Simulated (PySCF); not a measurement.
C₂H₆BeFN. Atoms are numbered in the order given.

```xyz
11

Be     0.0000     0.0000     1.0725
F      0.0000     0.0000     2.4738
N      0.0000     0.0000    -0.4332
C      0.0000    -1.2113    -1.2311
C      0.0000     1.2113    -1.2311
H     -0.8972    -1.2771    -1.8943
H      0.8972    -1.2771    -1.8943
H      0.0000    -2.1143    -0.5856
H      0.8972     1.2771    -1.8943
H     -0.8972     1.2771    -1.8943
H      0.0000     2.1143    -0.5856
```

Coordinates come from a PBE-D3(BJ)/def2-SVP optimisation. The structure was generated by enumeration; whether it is a known compound was not checked. The values are those of a single conformer.

Computed with M06-2X/def2-TZVP (PySCF).

Symmetry labels are those of the subgroup C2v that the program uses (full group C2v).

Computed valence orbital energies around the gap with their symmetry:
| orbital | symmetry | energy (eV) |
|---|---|---|
| HOMO−7 | B1 | -14.17 |
| HOMO−6 | B2 | -14.01 |
| HOMO−5 | B1 | -13.43 |
| HOMO−4 | B2 | -13.38 |
| HOMO−3 | A2 | -12.30 |
| HOMO−2 | B2 | -11.76 |
| HOMO−1 | A1 | -11.09 |
| HOMO | B1 | -7.77 |
| LUMO | A1 | -0.04 |
| LUMO+1 | B2 | 1.15 |
| LUMO+2 | B1 | 1.83 |
| LUMO+3 | A1 | 2.18 |
